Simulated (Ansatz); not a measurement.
**How methods differ on BF3 (boron trifluoride)**

BF3 has 4 atoms, charge 0, and is taken as a singlet. SMILES: `FB(F)F`. Geometry: relaxed at PBE0-D4/def2-TZVP.

```xyz
4

F     0.5439    0.2107    1.1743
B     0.0000    0.0000    0.0000
F    -0.2652   -1.2235   -0.3896
F    -0.2787    1.0128   -0.7847
```

Each level gives the energy change with the F1–B2 bond stretched from 1.311 to 1.967 Å (eV). The values are calculated.

```csv
level,kind,program,value (eV),less FCI/STO-3G
HF/STO-3G (restricted),Hartree–Fock,Ansatz,4.99,+1.39
SVWN5/STO-3G (restricted),LDA,Ansatz,3.94,+0.34
revPBE/STO-3G (restricted),GGA,Ansatz,3.39,-0.21
r2SCAN/STO-3G (restricted),meta-GGA,Ansatz,3.81,+0.21
BHLYP/STO-3G (restricted),global hybrid,Ansatz,4.40,+0.80
HSE06/STO-3G (restricted),range-separated hybrid,Ansatz,4.03,+0.43
RPA@PBE/STO-3G (restricted),RPA,Ansatz,3.44,-0.16
CCSD/STO-3G (restricted),coupled cluster or CI,Ansatz,3.69,+0.09
FCI/STO-3G,exact in the basis,Ansatz,3.60,0.00
```

FCI/STO-3G is exact within its basis and frozen core, so for wave-function methods in that basis the difference is their error; functionals converge differently with the basis, so for them it is only a difference. A spin-restricted reference rises too steeply as a bond breaks; here HF/STO-3G, BHLYP/STO-3G, HSE06/STO-3G lie well above the multireference or unrestricted value. The first shape isn't each level's own minimum. The values span 3.39 to 4.99 eV. All rows use very small basis sets, so none should be taken for the real molecule's value.
